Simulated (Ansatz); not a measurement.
`F[B](F)[AlH2]` + `[AlH2][SH]` → `[AlH2][S][AlH2]` + `FBF` at 500 K and 1 bar (cleavage of the Al–B bond).

Program: Ansatz. Geometries: PBE0-D4/def2-TZVP. ΔE: electronic, gas phase. CCSD(T)/CBS is the MP2 limit (def2-TZVPP, def2-QZVPP) plus CCSD(T) − MP2 in def2-TZVPP, frozen cores. This one scheme is used for every species.

| species | CCSD(T)/CBS energy (Eh) | H − E (kJ/mol) | S (J/(mol·K)) |
| --- | --- | --- | --- |
| `F[B](F)[AlH2]` | -467.68048 | 94.2 | 356.7 |
| `[AlH2][SH]` | -641.61836 | 86.7 | 303.7 |
| `[AlH2][S][AlH2]` | -884.26538 | 117.2 | 377.2 |
| `FBF` | -225.09427 | 67.7 | 269.5 |

H − E and S are ideal-gas, rigid-rotor, harmonic terms from PBE0-D4/def2-TZVP. 1 Eh = 2625.50 kJ/mol, R = 8.31446 J/(mol·K).

Question: By hand: ΔE, ΔH, ΔS and ΔG.

Answer: ΔE = (-884.26538) + (-225.09427) − (-467.68048) − (-641.61836) = -0.06081 Eh = -159.7 kJ/mol. Δ(H − E) = 117.2 + 67.7 − 94.2 − 86.7 = 4.0, so ΔH = -155.7 kJ/mol. ΔS = 377.2 + 269.5 − 356.7 − 303.7 = -13.7 J/(mol·K). ΔG = -155.7 − 500 × (-13.7)/1000 = -148.8 kJ/mol.

Question: By hand: the equilibrium constant, and the temperature at which ΔG would vanish if ΔH and ΔS stayed fixed.

Answer: log₁₀ K = −ΔG/(RT ln 10) = 15.5. ΔG = 0 at ΔH/ΔS = 11365 K, far beyond where these terms or the molecules hold.

The number of gas molecules stays the same, so ΔS is small and ΔH decides. A doubt of 5 kJ/mol in ΔE shifts log₁₀ K by 0.5 here. These are equilibria of isolated gas molecules and say nothing of rates. Largest T1 diagnostic: 0.014 (customary marks: 0.02 for closed shells, 0.045 for open ones).
